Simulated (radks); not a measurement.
Charge is removed step by step from the 4s down level of Ag+, starting from [Ar] 3d10 4s(up 1, down 1) 4p6 4d10. Calculated with a radial shooting solver on a logarithmic mesh with Libxc functionals: scalar-relativistic Kohn-Sham, BLYP, spin-polarised, spherical densities, point nucleus. At the starting occupation the eigenvalue is -103.24 eV. Estimate the energy to remove one whole electron from this level, the eigenvalue at the end, and how far E(n) bends from a straight line.

Answer. Delta-SCF 110.76 eV; final eigenvalue -118.73 eV; the deviation from the straight line is -1.939 eV at 0.5 electron removed, the largest on the grid computed. Slater's transition state (half an electron removed) gives 110.71 eV. Integrating minus the eigenvalue over the occupation (Janak's theorem) gives 110.80 eV. In this scalar-relativistic scheme the density is built from large components alone, so the theorem holds only approximately. The mean slope of the eigenvalue, de/dn, is 15.5 eV per electron.
